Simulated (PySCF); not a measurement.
Compound: C2H5BF2Si2.
Bonds: F1–B2, B2–F3, B2–Si4, Si4–C5, C5–C6 (triple), C6–Si7. Hydrogens: H8, H9 on Si4; H10, H11, H12 on Si7.

A GFN2-xTB structure with every atom displaced at random (by about 0.01 Å) was refined with PBE0-D3(BJ)/def2-SVP geometry optimisation, gas phase in PySCF. Values at the start:

| coordinate | start |
| --- | --- |
| F1–B2 | 1.310 Å |
| B2–Si4 | 2.013 Å |
| Si4–C5 | 1.818 Å |
| Si4–H8 | 1.467 Å |
| Si4–H9 | 1.448 Å |
| C5≡C6 | 1.219 Å |
| C6–Si7 | 1.859 Å |
| Si7–H10 | 1.469 Å |
| F1–B2–F3 | 112.6° |
| F1–B2–Si4 | 123.2° |
| B2–Si4–C5 | 109.1° |
| Si4–C5–C6 | 178.6° |
| C5–C6–Si7 | 178.8° |
| F1–B2–Si4–C5 | -119° |

**Question.** How do these coordinates change at the PBE0-D3(BJ)/def2-SVP level?

**Answer.** 
```
  coordinate  PBE0-D3(BJ)/def2-SVP (Å or °)  change
      Si4–H9                          1.495  +0.047
      Si4–H8                          1.491  +0.024
      C6–Si7                          1.836  -0.023
     Si7–H10                          1.491  +0.022
      B2–Si4                          2.034  +0.021
      Si4–C5                          1.835  +0.017
       F1–B2                          1.317  +0.007
       C5≡C6                          1.225  +0.006
    F1–B2–F3                          116.7    +4.1
   F1–B2–Si4                          122.2    -1.0
   Si4–C5–C6                          179.4    +0.8
   B2–Si4–C5                          108.6    -0.5
   C5–C6–Si7                          179.0    +0.2
F1–B2–Si4–C5                           -129     -10
```

The energy falls by 2.6 kcal/mol over 14 energy and gradient evaluations, the largest force component goes from 0.0223 to 2.8e-04 Eh/bohr, and the atoms move by 0.095 Å rms after alignment. The bond that changes most is Si4–H9 (SiH2 silicon to Si–H hydrogen), which lengthens by 0.047 Å. Bonds longer at the end by more than 0.005 Å: 9 of 11; shorter: 2. Among the dihedrals that turn most is F1–B2–Si4–C5, from -119° to -129°. Rotational constants go from 3541, 582.0, 540.0 to 3655, 581.4, 535.2 MHz.

The run used 131 basis functions and 92 SCF cycles in all. Time: 94 s; peak memory 0.53 GiB. Hardware: Arm Neoverse V1, one thread, no GPU, shared host with 32 logical CPUs at a one-minute load of 17.

PBE0-D3(BJ)/def2-SVP frequencies: not computed here. The numbers are those of one conformer.
